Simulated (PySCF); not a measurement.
Excitations are Tamm–Dancoff values on a coarser integration grid. The basis has no diffuse functions, so Rydberg states are missing or too high.

Z-matrix (Å, degrees):
```
N
C 1 1.3982
C 2 1.4017 1 117.61
H 3 1.0890 2 119.31 1 180.00
C 3 1.3907 4 122.27 2 180.00
N 5 1.3241 3 124.25 4 -180.00
C 6 1.3416 5 119.51 3 0.00
N 7 1.3268 6 119.43 5 180.00
C 8 1.3359 7 119.37 6 -180.00
C 9 1.3796 8 124.24 7 0.00
H 10 1.0881 9 123.38 8 180.00
H 9 1.0963 8 115.94 7 180.00
H 5 1.0971 6 116.14 7 180.00
C 10 1.4125 11 117.45 9 -180.00
N 14 1.3319 10 121.54 11 0.00
C 15 1.3372 14 118.46 10 -180.00
C 16 1.3800 15 123.83 14 0.00
H 17 1.0892 16 122.27 15 180.00
H 16 1.0961 15 116.11 14 -180.00
```
Charge 0, multiplicity 1.

### Question
What total energy, S1–T1 gap (TDA) and brightest of the four lowest singlets (TDA) does ωB97X-D3(BJ)/def2-TZVP // B3LYP-D3(BJ)/def2-SVP (PySCF) give?

### Answer

```json
{
  "total_energy": "-565.9767 Ha",
  "S1–T1 gap (TDA)": "0.31 eV",
  "brightest of the four lowest singlets (TDA)": "4.63 eV"
}
```
